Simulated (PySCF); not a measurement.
B(Cl)2(SiMe3), C3H9BCl2Si, SMILES C[Si](C)(C)B(Cl)Cl, singlet at its GFN2-xTB optimised geometry (Å):

```
16

B      0.7606     1.2849     0.0000
Cl     0.0041     2.8328     0.0000
Cl     2.4826     1.2849     0.0000
Si    -0.3141    -0.4122    -0.0410
C      0.7149    -1.9132     0.5412
C     -0.9066    -0.7594    -1.8293
C     -1.8681    -0.2763     1.0649
H      0.1405    -2.8328     0.4941
H      1.5981    -2.0459    -0.0762
H      1.0516    -1.7898     1.5662
H     -0.0677    -0.8797    -2.5083
H     -1.5190     0.0549    -2.2049
H     -1.5005    -1.6665    -1.8770
H     -2.4826     0.5695     0.7720
H     -1.6036    -0.1407     2.1094
H     -2.4826    -1.1683     0.9961
```

Method: PySCF with CAM-B3LYP/def2-TZVP. Cells within 0.4 Å of a nucleus heavier than hydrogen are left out (blank, or x).

Map of the HOMO−1 amplitude (bohr^(-3/2)) on the plane z = 1.0 Å; orbital energy -9.89 eV, overall sign arbitrary:

```
|555555555555555555555555555|
|555555555555555555555555555|
|555555555555555555555555555|
|555555555555555555555555555|
|555555555555555555555555555|
|555555555555555555555555555|
|555555555555555555555555555|
|555555555555555555555555555|
|555555555555555555555555555|
|555555665555555555555555555|
|555566666554555555555555555|
|555567876444455555555555555|
|555567896323445555555555555|
|55556789x002355655555555555|
|55556789xx02466665555555555|
|555566763013577765555555555|
|555556664334689865555555555|
|555556655445789754445555555|
|555555555555677323445555555|
|555555555555554112344555555|
|555555555555543223445555555|
|555555555555544334445555555|
|555555555555544444455555555|
|555555555555555445555555555|
|555555555555555555555555555|
|555555555555555555555555555|
|555555555555555555555555555|
```
Scale: ten equal steps from -0.148 (start of '0') to 0.122 (end of '9'), in the order '0123456789'; x runs from -5.00 to 5.00, y from -5.00 (bottom) to 5.00 (top).
